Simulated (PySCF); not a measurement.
C₅H₁₁N₂PSi.
Numbering: `[CH3:1][NH:2][P:3]1(=[N:4][SiH3:5])[CH:6]=[CH:7][CH:8]=[CH:9]1` (hydrogens: H10, H11, H12 on C1; H13 on N2; H14, H15, H16 on Si5; H17 on C6; H18 on C7; H19 on C8; H20 on C9)

Theory: PBE0-D3(BJ)/def2-SVP geometry optimisation, gas phase in PySCF.

Some entries are withheld. Bonds in one row agree within 0.01 Å.

```
            coordinate    value
                 C1–N2  1.442 Å
                 N2–P3        ?
                 P3=N4  1.554 Å
                N4–Si5  1.703 Å
          P3–C6, P3–C9        ?
          C6=C7, C8=C9  1.342 Å
                 C7–C8        ?
C1–H10, C1–H11, C1–H12  1.102 Å
                N2–H13  1.016 Å
      Si5–H14, Si5–H16  1.500 Å
               Si5–H15  1.505 Å
        C6–H17, C9–H20  1.091 Å
        C7–H18, C8–H19  1.094 Å
              C1–N2–P3   123.3°
              N2–P3–N4        ?
              N2–P3–C6        ?
              N2–P3–C9        ?
              N4–P3–C6        ?
              N4–P3–C9        ?
              C6–P3–C9    91.3°
             P3–N4–Si5   135.9°
              P3–C6–C7   109.5°
              C6–C7–C8   114.7°
```

Q: Fill in the missing values.

A: 
- N2–P3 = 1.670 Å, drawn single (ends: nitrogen bonded to C, P and H; phosphorus bonded to 2 C and 2 N); 0.11 Å below the sum of covalent radii, 1.78 Å.
- P3–C6, P3–C9 = 1.828 Å, drawn single (ends: phosphorus bonded to 2 C and 2 N; alkene CH carbon); 0.03 Å above the sum of covalent radii, 1.80 Å.
- C7–C8 = 1.486 Å, drawn single (both ends alkene CH carbon); 0.03 Å above the sum of covalent radii, 1.46 Å.
- N2–P3–N4 = 108.8°, at the phosphorus bonded to 2 C and 2 N; the outer atoms are 2.622 Å apart.
- N2–P3–C6 = 110.5°, at the phosphorus bonded to 2 C and 2 N; the outer atoms are 2.878 Å apart.
- N2–P3–C9 = 106.3°, at the phosphorus bonded to 2 C and 2 N; the outer atoms are 2.797 Å apart.
- N4–P3–C6 = 118.0°, at the phosphorus bonded to 2 C and 2 N; the outer atoms are 2.904 Å apart.
- N4–P3–C9 = 120.6°, at the phosphorus bonded to 2 C and 2 N; the outer atoms are 2.938 Å apart.

Radii are Cordero's, carbon taken as 0.76, 0.73 or 0.69 Å for four, three, and two or fewer neighbours.

PBE0-D3(BJ)/def2-SVP frequencies: not computed here. One conformer, not necessarily the lowest (C1–N2–P3–N4 -172°).
